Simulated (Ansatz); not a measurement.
Potential energy surface of H2Be, singlet: symmetric bend, bond length relaxed. Scanned: H-Be-H angle. Other coordinates (Be-H bond length) were minimised at B3LYP/def2-TZVP.

- RKS-PBE/cc-pVQZ = Ansatz (a quantum-chemistry and plane-wave program) with restricted PBE/cc-pVQZ
- RKS-B3LYP/cc-pVQZ = Ansatz with restricted B3LYP/cc-pVQZ
- RKS-CAM-B3LYP/cc-pVQZ = restricted CAM-B3LYP/cc-pVQZ in Ansatz
- CCSD(T)/cc-pVQZ = CCSD(T) on RHF/cc-pVQZ, frozen core (Ansatz)
- FCI/cc-pVQZ = Ansatz with full CI/cc-pVQZ, frozen core

Cost and accuracy over the 13 points of the scan, with FCI/cc-pVQZ as yardstick. Costs are rough ratios of core time within Ansatz on shared cores, each with its mean field (Kohn-Sham runs search longer for lower solutions than correlated ones do); the miss is the largest error against full CI of the profile after the mean shift, in kJ/mol.

Q: Which is the cheapest of these levels that stays within 2.3 kJ/mol of FCI/cc-pVQZ?

A: RKS-CAM-B3LYP/cc-pVQZ.

| level | relative cost | largest error |
|---|---|---|
| RKS-PBE/cc-pVQZ | 1 | 16.3 |
| RKS-B3LYP/cc-pVQZ | 1 | 2.5 |
| RKS-CAM-B3LYP/cc-pVQZ | 2 | 2.2 |
| CCSD(T)/cc-pVQZ | 4 | 0.4 |

Costs within a factor of two of each other count as equal.
